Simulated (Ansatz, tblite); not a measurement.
Isomers of Mg2Te2 (singlet), found by a short tight-binding search and relaxed with r2SCAN-D4/def2-SVP in Ansatz.

In the def2 sets Te takes a core potential; there is no spin–orbit coupling. The xTB rows come from tblite. Correlated methods freeze 10 core orbitals; core or outer-core shells of Mg, Te are correlated, in sets that lack core-valence functions.

Run but left out: HF/def2-TZVPP (B: restricted singlet, unstable towards broken spin symmetry).

B: The restricted singlet is unstable towards broken spin symmetry in Hartree–Fock (as tested in another run); at LDA (SPW92)/def2-TZVP, PBE-D4/def2-TZVP, r2SCAN-D4/def2-TZVP, PBE0-D4/def2-TZVP and others this wasn't settled. At CCSD(T)/def2-TZVPP the restricted singlet (for correlated methods, its reference) is unstable: a solution with broken spin symmetry lies lower.

Other spin states were run for one of them alone.

A:

```xyz
4

Mg    0.600   -0.695    1.060
Mg   -0.600    0.695   -1.060
Te   -1.603   -1.599   -0.141
Te    1.603    1.599    0.141
```

B:

```xyz
4

Mg    0.5788    0.5865   -1.5231
Mg   -1.5435    0.7506    0.2296
Te    1.1110    0.4230    1.3063
Te   -0.1462   -1.7601   -0.0127
```

**Question.** Estimate their order by electronic energy at PBE0-D4/def2-TZVP, counted from the lowest.

**Answer.** A (0.0) < B (46.8), in kcal/mol.

**Question.** Do the other levels pick the same lowest one?

**Answer.** All that were run do. Energies above each level's lowest (kcal/mol):

```tsv
level	A	B
GFN1-xTB	0.0	24.7
GFN2-xTB	0.0	34.9
LDA (SPW92)/def2-TZVP	0.0	41.7
PBE-D4/def2-TZVP	0.0	41.3
r2SCAN-D4/def2-TZVP	0.0	49.7
PBE0-D4/def2-TZVP	0.0	46.8
ωB97X-V/def2-TZVP	0.0	54.1
MP2/def2-TZVPP	0.0	49.3
CCSD/def2-TZVPP	0.0	49.8
CCSD(T)/def2-TZVPP	0.0	46.0
```
Point groups (tolerance 0.1 Å): A D2h, B C2v. Lower isomers may exist.
